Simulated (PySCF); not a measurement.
wB97M-V on W (tungsten, neutral), [Xe] 4f14 5d3 6s2 6p1, one real determinant (an excited configuration). Computed with PySCF 2.14 in aug-cc-pwCVTZ-PP with ECP60MDF, with scalar relativity through the core potential.

```
cycle= 3 E= -67.0522166438689  delta_E= -0.000598  |g|= 0.0098  |ddm|= 0.0409
cycle= 4 E= -67.0529887919462  delta_E= -0.000772  |g|= 0.00935  |ddm|= 0.0526
cycle= 5 E= -67.0547402703195  delta_E= -0.00175  |g|= 0.00888  |ddm|= 0.124
cycle= 6 E= -67.0557631715739  delta_E= -0.00102  |g|= 0.00752  |ddm|= 0.0792
cycle= 7 E= -67.0577071569174  delta_E= -0.00194  |g|= 0.0113  |ddm|= 0.261
cycle= 8 E= -67.0575842024507  delta_E= 0.000123  |g|= 0.00377  |ddm|= 0.0664
cycle= 9 E= -67.0578504239632  delta_E= -0.000266  |g|= 0.00339  |ddm|= 0.0768
cycle= 10 E= -67.057856446419  delta_E= -6.02e-06  |g|= 0.00283  |ddm|= 0.00323
cycle= 11 E= -67.057869757433  delta_E= -1.33e-05  |g|= 0.00164  |ddm|= 0.0105
cycle= 12 E= -67.0578756530211  delta_E= -5.9e-06  |g|= 0.000206  |ddm|= 0.0117
cycle= 13 E= -67.0578756831652  delta_E= -3.01e-08  |g|= 4.42e-05  |ddm|= 0.000488
cycle= 14 E= -67.0578756898897  delta_E= -6.72e-09  |g|= 1.36e-05  |ddm|= 0.000393
cycle= 15 E= -67.0578756900992  delta_E= -2.09e-10  |g|= 1.48e-06  |ddm|= 5.71e-05
converged SCF energy = -67.0578756900992  <S^2> = 6.5009775  2S+1 = 5.1965286
```

Highest occupied orbital energy: -4.952 eV; ⟨L²⟩ = 14.29; populations by l: s 3.71, p 7.00, d 3.29, f 0.00.

(1) Can this result be used?

Results:

(1) Not for this state. The run converged. ⟨L²⟩ = 14.29 against 20 for a pure G term, so this real determinant mixes terms. Energies and moments cover only the electrons outside the core potential. Spin-orbit coupling, absent here, splits the open shell strongly. ⟨S²⟩ = 6.50 against 6.00 shows spin contamination. The s, p, d and f populations moved away from the nominal configuration during the SCF.
